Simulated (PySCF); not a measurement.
Gas-phase reaction: SnO + Br2 = SnBr2 + O

Energies from PySCF (xtb for GFN2), thermal terms from the rigid-rotor harmonic-oscillator model, ideal gas at 1 bar. † marks an energy on the PBE0/def2-TZVP geometry and frequencies; other levels use their own. Open shells (unrestricted): O (multiplicity 3, electronic degeneracy 9); the rest are closed-shell singlets. GFN2 has no spin-polarisation term. Spin-orbit splitting is ignored; it lowers the true energy and changes the entropy of O. B3LYP is the form with VWN-RPA correlation. Sn: scalar-relativistic def2 core potential, no spin-orbit coupling. Br: all electrons, no relativistic terms. The harmonic model lacks anharmonicity and excited electronic states, which grow with temperature; levels with a mode under 35 cm⁻¹ are left out. Soft modes under 120 cm⁻¹ make the harmonic entropy rough for SnBr2.

```
level             ΔE electronic, kJ  ΔH°(298 K), kJ  ΔS°(298 K), J/K  ΔG°(1200 K), kJ
----------------  -----------------  --------------  ---------------  ---------------
B3LYP/def2-TZVP†                 62              61               14               38
GFN2-xTB                        389             389               13              368
PBE/def2-TZVP†                  113             111               14               89
PBE0/def2-SVP†                    8               6               14              -16
PBE0/def2-TZVP                   38              36               14               14
```
ΔH° is lowest at PBE0/def2-SVP† and highest at GFN2-xTB. No reference value is set beside these.
